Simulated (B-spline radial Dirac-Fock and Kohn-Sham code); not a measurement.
What relativity does to the binding energies of Nd⁵³⁺

System: the Nd⁵³⁺ ion, configuration [He] 2s2 2p3.

Both columns are ΔSCF binding energies of the configuration average from a radial atomic solver: non-relativistic Hartree-Fock with a point nucleus, and Dirac-Fock with a finite nucleus and the Coulomb interaction alone, averaged over the two j levels with weights 2j+1.

```
shell  Hartree-Fock (eV)  Dirac-Fock (eV)  shift (eV)  shift (%)
   1s            46231.8          48628.2    +2396.40      +5.18
   2s            10671.3          11365.4     +694.08      +6.50
   2p            10482.4          10758.6     +276.22      +2.64
```

Relativity binds 1s, 2s, 2p more strongly, among those listed most of all 2s in relative terms.

Values without a named source are computed, but for edge energies of neutral atoms, which are taken from tables.
